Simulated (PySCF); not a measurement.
# Radial density of Pd (palladium, neutral)

M06-L, [Kr] 4d9 5s1, high-spin 3D determinant (an excited configuration). All numbers are calculated (PySCF 2.14, a scalar-relativistic core potential, in aug-cc-pV5Z-PP with ECP28MDF). This is the valence pseudo-density: the core potential removes the inner electrons and smooths the orbitals near the nucleus.

| r (bohr) | 4πr²ρ (e/bohr) | 4πr²(ρα − ρβ) |
| --- | --- | --- |
| 0.0141 | 1.535e-05 | 0.0000 |
| 0.0238 | 3.235e-05 | 0.0000 |
| 0.0400 | 6.416e-05 | 0.0000 |
| 0.0673 | 0.0001658 | 0.0000 |
| 0.113 | 0.0009764 | 0.0001 |
| 0.191 | 0.01179 | 0.0008 |
| 0.320 | 0.2413 | 0.0137 |
| 0.539 | 4.802 | 0.2061 |
| 0.907 | 16.83 | 0.7691 |
| 1.52 | 7.592 | 0.6807 |
| 2.56 | 1.587 | 0.5101 |
| 4.31 | 0.2368 | 0.1512 |
| 7.26 | 0.005678 | 0.0049 |
| 12.2 | 0.0001296 | 0.0001 |

Energies and moments cover only the electrons outside the core potential.
